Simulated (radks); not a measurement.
The numbers below are computed, except where a source is named.
Br II, configuration [Ar] 3d10 4s2 4p4 (the NIST ground configuration).

Code: a radial shooting solver on a logarithmic mesh with Libxc functionals. Model: Dirac Kohn-Sham, PBE, spin-unpolarised, spherical densities, point nucleus; open shells fill j = l - 1/2 first.

Energy parts (hartree):
part                       energy
total                 -2606.14345
kinetic                2672.48132
electron-nucleus      -6281.28619
Hartree                1094.53715
exchange-correlation    -91.87574

Orbitals (lengths in bohr, moments of r in powers of bohr):
orbital	occ.	eigenvalue (hartree)	<r>
1s1/2	2	-489.6742	0.04275
2s1/2	2	-64.06970	0.1893
2p1/2	2	-57.73524	0.1627
2p3/2	4	-55.98948	0.1666
3s1/2	2	-9.15347	0.5512
3p1/2	2	-6.95113	0.5569
3p3/2	4	-6.69992	0.5674
3d3/2	4	-2.88211	0.5875
3d5/2	6	-2.84220	0.5916
4s1/2	2	-1.11441	1.635
4p1/2	2	-0.65420	1.939
4p3/2	2	-0.63331	1.976

The highest occupied level is 4p3/2 at -17.233 eV. The density falls to 0.001 e/bohr^3 at r = 3.82 bohr. For comparison, the ionisation energy in NIST's Atomic Spectra Database is 21.591 eV (measured). In exact Kohn-Sham theory the highest level is minus the ionisation energy, but local and semilocal functionals leave it too shallow, through self-interaction and a potential that decays too fast; potentials with the right tail come closer. Summed over all electrons, <r^2> = 31.40 bohr^2, which gives a Langevin (diamagnetic) susceptibility term of -24.9 x 10^-6 cm^3/mol.

Beside tabulated values, note that spin-unpolarised runs miss the spin-polarisation part of the exchange energy of open shells.
